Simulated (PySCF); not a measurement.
## Partial charges of `C=C[P+]1(C)CCSCC1`

Species: C₇H₁₄PS (charge +1).
Cartesian coordinates in Å at the GFN2-xTB level; atoms count from 1:
```
atom  x, y, z in Å
C1     2.3005    0.6119    1.4546
C2     1.4414    1.0563    0.5480
P3     0.4163   -0.0574   -0.4191
C4     1.4717   -0.9750   -1.5697
C5    -0.4782   -1.2904    0.5892
C6    -1.3784   -0.5879    1.6080
S7    -1.5629    1.1828    1.2167
C8    -2.0862    1.0230   -0.5267
C9    -0.8394    0.8424   -1.3927
H10    2.4398   -0.4385    1.6572
H11    2.9015    1.2917    2.0350
H12    1.2900    2.1106    0.3579
H13    0.8826   -1.7080   -2.1202
H14    2.2608   -1.4839   -1.0163
H15    1.9298   -0.2772   -2.2712
H16   -1.0589   -1.8947   -0.1167
H17    0.2407   -1.9557    1.0748
H18   -0.9432   -0.6003    2.6062
H19   -2.3683   -1.0405    1.6573
H20   -2.7737    0.1817   -0.5983
H21   -2.6247    1.9339   -0.7808
H22   -1.0526    0.2904   -2.3132
H23   -0.4134    1.8118   -1.6698
```

Density: PBE0/pcSseg-1 (PySCF); schemes: Mulliken, IAO, Hirshfeld and ESP-fitted. One conformer (not necessarily the lowest) at the GFN2-xTB geometry, without solvent, vibrations or thermal averaging.

**Question.** Give the atomic charges in each scheme.

**Answer.** In e:

```tsv
atom	environment	Mulliken	IAO	Hirshfeld	ESP-fitted
C1	terminal =CH2 carbon	-0.080	-0.248	-0.037	-0.268
C2	alkene CH carbon	-0.300	-0.373	-0.084	-0.276
P3	phosphonium phosphorus	+0.287	+1.189	+0.453	+0.688
C4	sp3 carbon bound to phosphorus	-0.380	-0.641	-0.131	-0.840
C5	sp3 carbon bound to phosphorus	-0.337	-0.471	-0.087	-0.112
C6	sp3 carbon bound to sulfur	-0.271	-0.345	-0.057	-0.280
S7	sulfide sulfur	+0.058	+0.127	+0.084	-0.112
C8	sp3 carbon bound to sulfur	-0.312	-0.346	-0.057	-0.188
C9	sp3 carbon bound to phosphorus	-0.299	-0.463	-0.088	-0.115
H10	vinylic hydrogen	+0.144	+0.161	+0.067	+0.185
H11	vinylic hydrogen	+0.175	+0.196	+0.086	+0.206
H12	vinylic hydrogen	+0.180	+0.190	+0.068	+0.197
H13	methyl hydrogen	+0.182	+0.186	+0.076	+0.260
H14	methyl hydrogen	+0.187	+0.190	+0.075	+0.274
H15	methyl hydrogen	+0.194	+0.194	+0.078	+0.268
H16	methylene hydrogen	+0.195	+0.180	+0.071	+0.120
H17	methylene hydrogen	+0.202	+0.185	+0.073	+0.103
H18	methylene hydrogen	+0.195	+0.186	+0.067	+0.208
H19	methylene hydrogen	+0.196	+0.179	+0.065	+0.160
H20	methylene hydrogen	+0.184	+0.166	+0.060	+0.137
H21	methylene hydrogen	+0.207	+0.194	+0.073	+0.173
H22	methylene hydrogen	+0.194	+0.180	+0.072	+0.094
H23	methylene hydrogen	+0.200	+0.184	+0.073	+0.117
```

Mean size of the charges over all atoms: IAO 0.294 e, ESP-fitted 0.234 e, Mulliken 0.216 e, Hirshfeld 0.091 e. Each set sums to the total charge, 1, to within 0.001 e. The Hirshfeld scheme weights the molecular density at each point by an atom's share of the summed free-atom densities. The IAO scheme projects the occupied orbitals on a minimal set of polarised atomic orbitals and counts the electrons in each atom's part of it.

Lowest charge. All schemes agree: Mulliken C4 (-0.380); IAO C4 (-0.641); Hirshfeld C4 (-0.131); ESP-fitted C4 (-0.840).

Highest charge. All schemes agree: Mulliken P3 (+0.287); IAO P3 (+1.189); Hirshfeld P3 (+0.453); ESP-fitted P3 (+0.688).

**Question.** How many electrons does the Mulliken scheme count on C8?

**Answer.** Z − q = 6 − (-0.312) = 6.312.

**Question.** Sum the charges by element, for elements with more than one atom.

**Answer.** 
| element | atoms | Mulliken | IAO | Hirshfeld | ESP-fitted |
| --- | --- | --- | --- | --- | --- |
| C | 7 | -1.979 | -2.886 | -0.541 | -2.080 |
| H | 14 | +2.635 | +2.570 | +1.004 | +2.503 |

**Question.** How closely do the schemes follow one another over all atoms?

**Answer.** Correlation coefficient and root-mean-square difference: IAO with Hirshfeld 0.98, 0.261 e; IAO with ESP-fitted 0.89, 0.172 e; Mulliken with IAO 0.87, 0.206 e; Hirshfeld with ESP-fitted 0.84, 0.204 e; Mulliken with ESP-fitted 0.83, 0.161 e; Mulliken with Hirshfeld 0.77, 0.155 e.

The run behind these numbers computed NMR shieldings as well. The run took about 2.6 min of CPU time (one thread, shared machine).
